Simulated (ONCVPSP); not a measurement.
## Building the ONCV potential for lanthanum (LDA (Perdew-Zunger), scalar-relativistic).

- Element: La (Z = 57)
- Generator: ONCVPSP 4.0.1
- Type: optimised norm-conserving Vanderbilt (ONCV)
- Functional: LDA (Perdew-Zunger)
- Relativity: scalar-relativistic
- Frozen core: [Kr] 4d10
- Valence charge: 11
- Reference configuration: 5s2 5p6 5d1 6s1.75 6p0.25
- Partial waves: 5s+6s: rc 2.80 bohr, ncon 3, nbas 6, qcut 3.7 1/bohr, 3 projectors, debl 1.3 Ha; 5p+6p: rc 3.55 bohr, ncon 4, nbas 7, qcut 4.9 1/bohr, 2 projectors; 5d: rc 2.55 bohr, ncon 4, nbas 7, qcut 4.5 1/bohr, 3 projectors, debl 1.7 Ha; f scattering state at 0.39 Ha: rc 3.90 bohr, ncon 4, nbas 7, qcut 3.1 1/bohr, 1 projector
- Local potential: polynomial inside 1.80 bohr (lpopt 2, dvloc0 -1 Ha)
- Core correction: Teter function, fcfact 4, rcfact 1.75

In the f channel the program set the typed energies aside and used -0.179 Ha.

Poles of the logarithmic derivatives, all-electron (AE) and pseudo (PS). s: poles at -1.4, 1.8 (AE) and -1.4, 1.8, 4.4 (PS) Ha. p: poles at -0.8, 1.0, 3.8 (AE) and -0.8, 1.0, 3.2 (PS) Ha. d: poles at 0.7, 4.8 (AE) and 0.7, 4.7 (PS) Ha. f: poles at -0.2, 0.9, 2.5, 4.8 (AE) and -0.2, 1.9, 3.6 (PS) Ha. Test radii: s 2.84, p 3.61, d 2.58, f 3.95 bohr.

- Cutoffs needed: 5.9 Ha and 7.3 Ha (the cutoffs (Ha) at which the residual kinetic energy of the hardest occupied pseudo-wave falls to 1 and 0.1 mHa per electron)
- Ghost test: no bound ghost flagged but for a GHOST(-) flag that falls on a real empty level of the atom; GHOST(+) flagged for s at 114.7 eV
- Largest excitation error: -82 meV (all-electron minus pseudo) for 5s2 5p5 5d1 6s2 6p0, out of 4 test configurations
- rms error of d²Exc/dni dnj: 3.54 mHa without and 1.99 mHa with the model core
